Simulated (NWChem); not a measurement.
System: SiHO$_{2}$ cation; SMILES [OH+]=[Si]=O

NWChem input:

```
start job
memory heap 200 mb stack 900 mb global 1100 mb
charge 1
geometry units angstroms noautosym nocenter noautoz
  O      0.000881     1.590718     0.000000
  Si    -0.000594     0.087877     0.000000
  O      0.002318    -1.435738     0.000000
  H     -0.016123    -2.404351     0.000000
end
basis spherical
  O library def2-tzvp
  Si library def2-tzvp
  H library def2-tzvp
end
dft
  xc b3lyp
  iterations 150
end
tddft
  cis
  ecut -63.0
  nroots 6
  notriplet
end
task tddft energy
```

Parts of the log:

```
             Northwest Computational Chemistry Package (NWChem) 7.3.0
             --------------------------------------------------------

                             Geometry "geometry" -> ""
                             -------------------------

 Output coordinates in angstroms (scale by  1.889725989 to convert to a.u.)

  No.       Tag          Charge          X              Y              Z
 ---- ---------------- ---------- -------------- -------------- --------------
    1 O                    8.0000     0.00088100     1.59071800     0.00000000
    2 Si                  14.0000    -0.00059400     0.08787700     0.00000000
    3 O                    8.0000     0.00231800    -1.43573800     0.00000000
    4 H                    1.0000    -0.01612300    -2.40435100     0.00000000

 Effective nuclear repulsion energy (a.u.)      97.9290729011

                                 NWChem DFT Module
                                 -----------------

 Summary of "ao basis" -> "ao basis" (spherical)
 ------------------------------------------------------------------------------
       Tag                 Description            Shells   Functions and Types
 ---------------- ------------------------------  ------  ---------------------
 O                         def2-tzvp                11       31   5s3p2d1f
 Si                        def2-tzvp                13       37   5s5p2d1f
 H                         def2-tzvp                 4        6   3s1p

            General Information
            -------------------
          SCF calculation type: DFT
          Wavefunction type:  closed shell.
          No. of atoms     :     4
          No. of electrons :    30
           Alpha electrons :    15
            Beta electrons :    15
          Charge           :     1
          Spin multiplicity:     1
          Use of symmetry is: off; symmetry adaption is: off
          Maximum number of iterations: 150
          AO basis - number of functions:   105
                     number of shells:    39
          Convergence on energy requested:  1.00D-06
          Convergence on density requested:  1.00D-05
          Convergence on gradient requested:  5.00D-04

[...]

                                NWChem TDDFT Module
                                -------------------

            General Information
            -------------------
           No. of orbitals :     210
            Alpha orbitals :     105
             Beta orbitals :     105
        Alpha frozen cores :       0
         Beta frozen cores :       0
     Alpha frozen virtuals :       0
      Beta frozen virtuals :       0
         Spin multiplicity :       1
    Number of AO functions :     105
        Use of symmetry is : off
      Symmetry adaption is : off
         Schwarz screening :  0.10D-07

              XC Information
              --------------
                  B3LYP Method XC Potential
              Hartree-Fock (Exact) Exchange   0.20
                 Slater Exchange Functional   0.80 local
             Becke 1988 Exchange Functional   0.72 non-local
       Lee-Yang-Parr Correlation Functional   0.81
           VWN I RPA Correlation Functional   0.19 local

             TDDFT Information
             -----------------
          Calculation type : Tamm-Dancoff TDDFT
         Wavefunction type : Restricted singlets
          No. of electrons :      30
           Alpha electrons :      15
            Beta electrons :      15
              No. of roots :       6
          Max subspacesize :    5200
            Max iterations :     100
               Target root :       1
           Target symmetry : none
             Energy Cutoff :-0.63D+02
      Symmetry restriction : off
                 Algorithm : Optimal
        Davidson threshold :  0.10D-03

    6 smallest eigenvalue differences (eV)
--------------------------------------------------------
  No. Spin  Occ  Vir  Irrep   E(Occ)    E(Vir)   E(Diff)
--------------------------------------------------------
    1    1    1   16 a       -66.499    -0.398  1798.716
    2    1    1   17 a       -66.499    -0.281  1801.895
    3    1    1   18 a       -66.499    -0.281  1801.895
    4    1    1   19 a       -66.499    -0.181  1804.613
    5    1    1   20 a       -66.499    -0.087  1807.160
    6    1    1   21 a       -66.499    -0.053  1808.102
--------------------------------------------------------

  Entering Davidson iterations
  Restricted singlet excited states

  Iter   NTrls   NConv    DeltaV     DeltaE      Time
  ----  ------  ------  ---------  ---------  ---------
    1      6       0     0.49E-01   0.10+100       17.2
    2     12       0     0.45E-02   0.30E-02       13.5
    3     18       3     0.42E-03   0.35E-05       16.4
    4     21       5     0.45E-03   0.60E-06       13.8
    5     22       5     0.41E-01   0.24E-01        7.7
    6     23       5     0.44E-02   0.71E-03        7.7
    7     24       5     0.47E-03   0.11E-04        7.5
    8     25       6     0.47E-04   0.11E-06        8.0
  ----  ------  ------  ---------  ---------  ---------
  Convergence criterion met

  Ground state a        -440.312040505896 a.u.

  ----------------------------------------------------------------------------
  Root   1 singlet a             66.013890859 a.u.             1796.3301 eV
  ----------------------------------------------------------------------------
     Transition Moments    X -0.00001   Y -0.00299   Z -0.00000
     Dipole Oscillator Strength                    0.0003932113
     Electric Quadrupole                           0.0000004732
     Magnetic Dipole                               0.0000000000
     Total Oscillator Strength                     0.0003936846

[...]
```

Level: B3LYP/def2-TZVP, restricted-window TDA. Coordinates come from a PBE0/def2-SVP optimisation. The quadrupole and magnetic terms of the printed total strengths depend on the origin.
